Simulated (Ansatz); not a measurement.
Species: C2F5, net charge 0, doublet state. It need not be the lowest isomer of its formula. 
Coordinates optimised at B3LYP-D3(BJ)/def2-TZVP (Ansatz, a program for electronic structure):
```
C
F 1 1.3353
F 1 1.3353 2 109.29
F 1 1.3472 2 108.06 3 117.37
C 1 1.5180 2 109.84 4 122.07
F 5 1.3204 1 114.39 2 174.49
F 5 1.3204 6 112.11 1 -132.36
```
Charge 0, spin multiplicity 2.

Quantity: atomisation energy (electronic, to ground-state atoms), in kJ/mol. Cores are frozen in the correlated levels unless marked. UHF or UKS for open shells. Spin-orbit coupling is left out. No relativistic terms. The coupled-cluster limit lacks core correlation, which all-electron functionals hold. CBS marks a two-point X^-3 extrapolation of the correlation energy; Hartree-Fock from the larger set. [CCSD(T)-MP2]/basis is that difference in the basis named.

```json
[
 {"level": "HF/cc-pVDZ", "program": "Ansatz", "atomisation energy (kJ/mol)": "1719.4"},
 {"level": "PBE-D3(BJ)/def2-TZVPD", "program": "Ansatz + dftd3", "atomisation energy (kJ/mol)": "2964.9"},
 {"level": "PBE0-D4/def2-TZVP", "program": "Ansatz + dftd4", "atomisation energy (kJ/mol)": "2817.8"},
 {"level": "PBE0-D4/def2-TZVPD", "program": "Ansatz + dftd4", "atomisation energy (kJ/mol)": "2813.8"},
 {"level": "LC-wPBE-D3(BJ)/def2-TZVPD", "program": "Ansatz + dftd3", "atomisation energy (kJ/mol)": "2844.2"},
 {"level": "RPA@PBE/cc-pVTZ", "program": "Ansatz", "atomisation energy (kJ/mol)": "2425.9"},
 {"level": "RI-MP2/CBS(cc-pVTZ,cc-pVQZ)+[CCSD(T)-MP2]/cc-pVTZ", "program": "Ansatz", "atomisation energy (kJ/mol)": "2767.7"}
]
```
